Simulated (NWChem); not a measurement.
# C$_{4}$H$_{4}$N$_{2}$; SMILES C1=NC(=C)C=N1

```xyz
10

C      0.0610    -2.0673     0.0000
C      0.0047    -0.7129     0.0000
C      1.1293     0.2513     0.0000
N      0.6653     1.4711     0.0000
C     -0.7480     1.2757     0.0000
N     -1.1841     0.0443     0.0000
H     -0.8665    -2.6598     0.0000
H      1.0278    -2.5929     0.0000
H      2.2052     0.0130     0.0000
H     -1.4172     2.1510     0.0000
```
Atoms are numbered in this order, from 1.

Results from NWChem. Pople sets run with spherical d functions. Medium grid unless said otherwise, to which SCAN and Minnesota functionals are sensitive. Coordinates come from a PBE-D3(BJ)/def2-SVP optimisation.

For level M06-2X/6-31G*:

```
Quantity                     Value
---------------------------  -----
highest occupied level (eV)  -8.90
orbital gap (eV)              7.16
```

How do the values read with level LRC-wPBEh/6-31G* instead?


| Property | Result |
|---|---|
| highest occupied level (eV) | -9.58 |
| orbital gap (eV) | 8.62 |
